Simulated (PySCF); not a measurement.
## How methods differ on the excitation energy of Ni⁺

Ni⁺ [Ar] 3d9 (2D) → Ni⁺ [Ar] 3d8 4s1 (4F), as a difference of total energies. Computed with PySCF 2.14 in aug-cc-pVDZ (7s6p4d2f, 59 functions), with no relativity, point nucleus. Correlated levels: valence: [Ar] frozen. The calculations carry no spin-orbit coupling.

```
           method  excitation energy (eV)  difference from reference (eV)
              UHF                  -0.637                          -1.722
    MP2 (valence)                   1.699                          +0.614
SCS-MP2 (valence)                   1.567                          +0.482
   CCSD (valence)                   1.009                          -0.076
CCSD(T) (valence)                   1.094                          +0.009
```

Reference: 1.085 eV (measured; NIST levels, between the centres of gravity of the two terms).

These non-relativistic numbers lack the scalar-relativistic shift.

Errors of the correlated levels include the incompleteness of this basis and the frozen core.
